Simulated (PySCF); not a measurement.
**One reaction down a group: F, Cl, I**

The same gas-phase reaction for F, Cl, I:
- HfF4 + O2 → HfO2 + 2 F2
- HfCl4 + O2 → HfO2 + 2 Cl2
- HfI4 + O2 → HfO2 + 2 I2

Energies from PySCF, thermal terms from the rigid-rotor harmonic-oscillator model, ideal gas at 1 bar. † marks an energy on the PBE0/def2-TZVP geometry and frequencies. MP2 freezes the core. Open shells (unrestricted): O2 (multiplicity 3); the rest are closed-shell singlets. B3LYP is the form with VWN-RPA correlation. Hf, I: scalar-relativistic def2 core potential, no spin-orbit coupling. MP2 isn't extrapolated to the basis-set limit. The harmonic model lacks anharmonicity and excited electronic states, which grow with temperature; levels with a mode under 35 cm⁻¹ are left out. Soft modes under 120 cm⁻¹ make the harmonic entropy rough for HfCl4, HfI4.

ΔH°(298 K) in kJ, by level:

```
level                    F     Cl      I
------------------  ------  -----  -----
ωB97M-V/def2-TZVP†  1512.8  718.0  315.6
MP2/def2-SVP†       1521.7  741.9  320.5
MP2/def2-TZVPP†     1487.6  674.7  325.3
B3LYP/def2-TZVP†    1488.7  681.4  266.6
ωB97X-V/def2-TZVP†  1531.4  740.4  330.4
```

At ωB97M-V/def2-TZVP†, ΔH° falls from F to I, over a range of 1197.2 kJ; the steps are -794.8, -402.4 kJ. 5 of the 5 levels shown give the same order. The levels scatter most for Cl (67.2 kJ between the highest and the lowest) and least for F (43.8 kJ). ΔS°(298 K) runs from 138.3 to 146.6 J/K, so TΔS° at 298 K spreads over 2.5 kJ among the members, against 1197.2 kJ for ΔH°.

Free energies at ωB97M-V/def2-TZVP†:

| member | ΔS°(298 K), J/K | ΔG°(298 K), kJ | ΔG°(1400 K), kJ | ΔG° changes sign |
|---|---|---|---|---|
| F | 146.6 | 1469 | 1321 | none from 298 to 2500 K |
| Cl | 141.6 | 676 | 534 | none from 298 to 2500 K |
| I | 138.3 | 274 | 136 | none from 298 to 2500 K |

The NASA 1993 table holds none of these reactions whole; the comparison is among the levels.
